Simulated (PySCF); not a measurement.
# NMR problem set

How the numbers were obtained: geometry from GFN2-xTB, spin–spin couplings from B3LYP/pcJ-1 (spin–dipole term left out of most H,H and C,H couplings), NMR shieldings at PBE0/pcSseg-1/GIAO, in PySCF 2.14.0 with density-fitted response routines (no solvent model, no relativistic terms, one conformer, one averaged value for each set of equivalent atoms).

Scale: $^{1}$H, $^{13}$C against TMS (reference shieldings calculated alike). Multiplet labels drop J under 1 Hz and among equivalent protons, and merge close values. Unscaled 3J(H,H) run several per cent high. Splittings of carbon signals by F and P are missing where no couplings were computed. Where no couplings were computed, multiplicities follow the n + 1 count of equivalent neighbours, and m marks all less simple cases (inequivalent or close neighbours, rings, F or P nearby). One-bond C–F couplings are unscaled and too large by tens of Hz. Shifts are as computed. Against solution values, carbons near 30 ppm lie about +3 ppm off and those near 130 ppm about +5 ppm. Of 1211 compounds with measured shifts, 218 miss one by over three times the rms of a fit or turn the order of signals round; such compounds aren't used in these exercises.

Problem. C5H3FO. $^{1}$H NMR (400 MHz, computed): δ 9.64 (d, J = 5.1 Hz, 1H), 5.92 (dd, J = 6.8, 4.5 Hz, 1H), 5.80 (dd, J = 34.2, 4.5 Hz, 1H). $^{13}$C{$^{1}$H} NMR (computed): δ 179.6 (CH), 156.6 (C, d, J = 320.4 Hz), 121.1 (CH2, d, J = 25.2 Hz), 97.0 (C), 92.1 (C, d, J = 37.1 Hz). What is it?

Solution. SMILES C=C(F)C#CC=O. The formula gives 4 degrees of unsaturation (no ring in the answer). 5 carbon signals for 5 carbons: no two carbons are equivalent. Carbon types of the structure: 3 × C, 1 × CH, 1 × CH2, which accounts for all hydrogens. δC 179.6: aldehyde carbonyl carbon; low-lying n→π* states of the double bond to the heteroatom give a large paramagnetic term (-242 ppm). δC 156.6: fully substituted alkene carbon; as expected for a trigonal carbon in a double bond. δC 121.1: terminal =CH2 carbon; as expected for a trigonal carbon in a double bond. δC 97.0, 92.1: alkyne carbon; sp carbons lie upfield of alkene carbons because the cylindrical π system leaves one tensor component strongly shielded. The protons at 5.92 and 5.80 share a coupling of 4.5 Hz (geminal).

The shifts were computed for this structure.

Problem. C7H12FP. $^{1}$H NMR (400 MHz, computed): δ 6.67 (m, 1H), 6.58 (m, 1H), 3.46 (m, 1H), 2.19 (d, 3H), 1.24 (d, 6H). $^{13}$C{$^{1}$H} NMR (computed): δ 242.8, 150.0, 134.1, 39.3, 22.3, 20.1. Give a structure.

Solution. SMILES C(=C/C)/P=C(/F)C(C)C. 6 carbon signals for 7 carbons: some carbons are equivalent by symmetry or fast rotation. Carbon types of the structure: 1 × C, 3 × CH, 3 × CH3, which accounts for all hydrogens. δC 242.8: carbon double-bonded to a heavier main-group atom. δC 150.0, 134.1: alkene CH; as expected for a trigonal carbon in a double bond. δC 20.1: allylic methyl carbon; a saturated carbon with 1 carbon neighbour and no heteroatom attached. δH 2.19: hydrogen on an allylic methyl carbon; allylic position.

The shifts were computed for this structure.
